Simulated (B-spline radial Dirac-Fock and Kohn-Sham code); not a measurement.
## Auger decay of the 2p1/2 hole in Ni⁵⁺

System: the Ni⁵⁺ ion, [Ar] 3d5.

Level of theory: independent-particle rates on relativistic LDA orbitals of the hole state (multipoles up to L = 3, Coulomb Auger matrix elements, transition energies from Dirac-Fock); a B-spline atomic structure program. Kinetic energies are configuration averages from the vacuum level; the two-hole energies are estimated from single-hole states.

```tsv
transition	kinetic energy (eV)	width (meV)	share (%)
L2-M1M1	517.9	2.58	0.5
L2-M1M2	568.1	49.6	10.1
L2-M1M3	570.6	3.95	0.8
L2-M2M2	610.6	43.8	8.9
L2-M2M3	614.8	153	31.3
L2-M3M3	616.7	4.24	0.9
L2-M1M4	637.3	1.67	0.3
L2-M1M5	637.6	3.11	0.6
L2-M2M5	683.8	64.1	13.1
L2-M2M4	684.6	33.1	6.8
L2-M3M4	686.0	39.5	8.1
L2-M3M5	687.0	5.67	1.2
L2-M4M4	754.1	14.8	3.0
L2-M4M5	754.4	67.5	13.8
L2-M5M5	754.7	3.15	0.6
```

The listed channels hold 100 % of the non-radiative rate. Summed by principal shells, of 0.490 eV in all: LMM 100.0 %.

Values without a named source are computed, but for edge energies of neutral atoms, which are taken from tables.
